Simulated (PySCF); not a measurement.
# Working out the ionisation energy of Ar⁺

Ar⁺ [Ne] 3s2 3p5 (2P) → Ar²⁺ [Ne] 3s2 3p4 (3P). Computed with PySCF 2.14 in aug-cc-pV(D+d)Z (5s4p3d, 32 functions), with no relativity, point nucleus. Frozen: [Ne]. Energies in hartree (1 hartree = 27.21139 eV):

```
            part  Ar⁺ (lower)  Ar²⁺ (upper)
             UHF  -526.261706   -525.291650
CCSD correlation    -0.143165     -0.118283
             (T)    -0.002075     -0.001511
```

Task: What does Hartree-Fock give?

Result: (-525.291650) − (-526.261706) = 0.970056 hartree = 26.397 eV.

Task: What do CCSD and CCSD(T) give?

Result: The CCSD correlation energies differ by 0.024882 hartree = 0.677 eV and the triples by 0.000564 hartree = 0.015 eV, so CCSD gives 27.074 eV and CCSD(T) 27.089 eV.

Reference: 27.630 eV (measured; NIST Atomic Spectra Database, ionization energies), between the lowest levels; spin-orbit coupling is absent from the calculation.

What remains against the reference includes basis incompleteness, the frozen core and higher excitations.
